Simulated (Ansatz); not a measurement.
C₉H₁₀O₃SiW, SMILES `[CH3][W-3]1234([C]#[O+])([C]#[O+])([C]#[O+])[C@@H]5[C@H]1[C@H]2[C@@]3([SiH3])[C@@H]54`. The species carries charge 0 and has multiplicity 1. W takes the def2 core potential. All single points use the PBE0-D4/def2-TZVP geometry.

```xyz
24

C     1.783   -1.315    0.432
W     0.548    0.611    0.232
C     2.457    1.138    0.070
O     3.557    1.424   -0.074
C     0.373    0.011    2.117
O     0.241   -0.369    3.190
C     0.587    2.331    1.234
O     0.608    3.323    1.810
C    -0.651    1.600   -1.514
C     0.095    0.546   -2.102
C    -0.369   -0.667   -1.550
C    -1.407   -0.398   -0.608
Si   -2.361   -1.637    0.400
C    -1.575    1.023   -0.600
H     2.513   -1.299    1.239
H     2.317   -1.492   -0.504
H     1.097   -2.145    0.610
H    -0.551    2.650   -1.742
H     0.872    0.651   -2.844
H     0.022   -1.646   -1.782
H    -1.460   -2.747    0.799
H    -2.909   -0.955    1.598
H    -3.484   -2.199   -0.397
H    -2.303    1.564   -0.013
```

Problem. What is the dipole moment at r2SCAN/def2-TZVPP? (Estimate.)

Solution. Computed: 4.12 D, with components (-2.12, -0.63, -3.47) D in this frame, pointing from negative to positive charge.

Problem. And with PBE, B3LYP, ωB97M-V? (An estimate is asked.)

Solution. The calculation gave: PBE 3.95 D, B3LYP 4.13 D, ωB97M-V 3.83 D.

Problem. Give the Mulliken charges with r2SCAN, B3LYP, ωB97M-V in def2-TZVPP. (Estimate.)

Solution. Ansatz gave: 
```tsv
atom	r2SCAN	B3LYP	ωB97M-V
C1	-0.41	-0.54	-0.59
W2	0.27	0.28	0.09
C3	0.11	0.11	0.16
O4	-0.13	-0.10	-0.11
C5	0.06	0.05	0.11
O6	-0.13	-0.10	-0.10
C7	0.06	0.05	0.04
O8	-0.13	-0.10	-0.10
C9	-0.11	-0.16	-0.14
C10	-0.11	-0.16	-0.12
C11	-0.09	-0.15	-0.13
C12	-0.13	-0.06	-0.17
Si13	0.32	0.27	0.20
C14	-0.14	-0.20	-0.15
H15	0.10	0.13	0.16
H16	0.07	0.11	0.14
H17	0.08	0.11	0.14
H18	0.13	0.16	0.15
H19	0.13	0.15	0.15
H20	0.11	0.15	0.15
H21	-0.06	-0.05	-0.01
H22	-0.05	-0.05	-0.01
H23	-0.07	-0.06	-0.02
H24	0.12	0.15	0.15
```

B3LYP here is the variant with VWN-RPA as its local correlation; programs differ in this.
